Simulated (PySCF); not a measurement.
Two species compared at the same levels of theory.

First species: C₃H₆BF₃.
SMILES with atom numbers: `[CH3:1][BH:2][CH2:3][C:4]([F:5])([F:6])[F:7]` (hydrogens: H8, H9, H10 on C1; H11 on B2; H12, H13 on C3)

Second species: C₄H₄F₂.
Bonds: F1–C2, C2–F3, C2–C4, C4–C5 (double), C5–C6, C2–C6. Hydrogens: H7 on C4; H8 on C5; H9, H10 on C6.

Levels: PBE0/def2-SVPD for dipole moment, HOMO energy, LUMO energy, HOMO–LUMO gap, static isotropic polarisability and electronic spatial extent ⟨r²⟩ about the centre of nuclear charge; TDDFT PBE0/def2-SVPD for lowest singlet excitation; TDA PBE0/def2-SVPD for lowest triplet excitation (Tamm–Dancoff); ΔSCF PBE0/def2-SVPD for vertical ionisation energy; PBE0-D3(BJ)/def2-SVP for rotational constant A and rotational constant C. Geometries: PBE0-D3(BJ)/def2-SVP. Each species is one conformer at its optimised geometry, gas phase, non-relativistic unless stated. Electronic properties by PySCF.

The conformers computed, where there is a choice (atom-mapped SMILES and torsion angles):
- `[CH3:1][BH:2][CH2:3][C:4]([F:5])([F:6])[F:7]`: C1–B2–C3–C4 -175°, B2–C3–C4–F5 179°

Values for the first species:

```
Dipole moment                                                     : 2.97 D
HOMO energy                                                       : -9.32 eV
LUMO energy                                                       : -1.27 eV
HOMO–LUMO gap                                                     : 8.05 eV
Lowest singlet excitation                                         : 6.12 eV
Lowest triplet excitation (Tamm–Dancoff)                          : 5.42 eV
Static isotropic polarisability                                   : 54.1 au
Vertical ionisation energy                                        : 11.63 eV
Electronic spatial extent ⟨r²⟩ about the centre of nuclear charge : 901 bohr²
Rotational constant A                                             : 5.077 GHz
Rotational constant C                                             : 1.379 GHz
```

**Question.** Estimate the same properties for the second species, and the change in each.

**Answer.** 
```csv
property,first,second,second less first
dipole moment,2.97 D,2.60 D,-0.37 D
HOMO energy,-9.32 eV,-8.21 eV,+1.11 eV
LUMO energy,-1.27 eV,-0.62 eV,+0.65 eV
HOMO–LUMO gap,8.05 eV,7.59 eV,-0.46 eV
lowest singlet excitation,6.12 eV,6.96 eV,+0.84 eV
lowest triplet excitation (Tamm–Dancoff),5.42 eV,4.22 eV,-1.20 eV
static isotropic polarisability,54.1 au,46.0 au,-8.1 au
vertical ionisation energy,11.63 eV,10.49 eV,-1.14 eV
electronic spatial extent ⟨r²⟩ about the centre of nuclear charge,901 bohr²,450 bohr²,-451 bohr²
rotational constant A,5.077 GHz,6.033 GHz,+0.956 GHz
rotational constant C,1.379 GHz,3.243 GHz,+1.864 GHz
```

On the first: The polarisability is 8.02 Å³ as a volume (1 au = 0.148185 Å³), or 0.97 au for each of the 56 electrons. The ΔSCF ionisation energy exceeds −ε(HOMO) by 2.31 eV with PBE0.

On the second: The ΔSCF ionisation energy exceeds −ε(HOMO) by 2.28 eV with PBE0.
